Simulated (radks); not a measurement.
Results of a calculation; reference values are marked as such.
All-electron atom: Kr XXIX in [He] 2s2 2p4. Level of theory: Dirac Kohn-Sham, exchange-only PBE, spin-unpolarised, spherical densities, finite nucleus; open shells fill j = l - 1/2 first; Fermi nuclear charge, rms radius 4.1884 fm (a radial shooting solver on a logarithmic mesh with Libxc functionals).

Normalised radial functions P(r) = r R(r) (large component), r in bohr:

r          2p1/2
0.003642  0.0267
0.004858  0.0427
0.006531  0.0697
0.008711  0.1126
0.01162   0.1815
0.0155    0.2900
0.02067   0.4558
0.02757   0.6991
0.03677   1.0348
0.04904   1.4590
0.06541   1.9264
0.08724   2.3315
0.1164    2.5146
0.1564    2.3173
0.2086    1.7432
0.2783    1.0033
0.3712    0.4051
0.495     0.1017

2p1/2: eigenvalue -3209.6 eV, 0 radial nodes, <r> = 0.150 bohr, 90 % of the charge inside 0.243 bohr.
